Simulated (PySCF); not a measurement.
Electron correlation in Br²²⁺ (bromine, charge +22)

[Ne] 3s2 3p1, 2P determinant. Calculation: PySCF 2.14, in an even-tempered Gaussian basis (18 s from 2.1 bohr⁻², ratio 2.5; 12 p from 2.7 bohr⁻², ratio 2.5; 5 d from 12 bohr⁻², ratio 2.7; 4 f from 18 bohr⁻², ratio 2.7); the spin-free X2C one-electron Hamiltonian (Gaussian nucleus). Frozen: 1s2; 11 electrons correlated; the 22 highest virtual orbitals of each spin left out.

```
  level  correlation energy (mhartree)
   CCSD                        -472.48
    (T)                          -1.94
CCSD(T)                        -474.42
```

Diagnostics: T1 = 0.0016, D1 = 0.0071, largest double amplitude 0.077.

Spin-orbit coupling, absent here, splits the open shell strongly.

Cost of the coupled-cluster step: roughly 60 core-seconds, for 11 correlated electrons.

At this charge the one-electron X2C treatment keeps the bare 1/r₁₂, with no two-electron picture change or Breit term. The effect here is smaller than on the frozen 1s shell; and a scalar Hamiltonian misses the large spin-orbit splitting of the p shells, which matters for ns² → np² pairs.
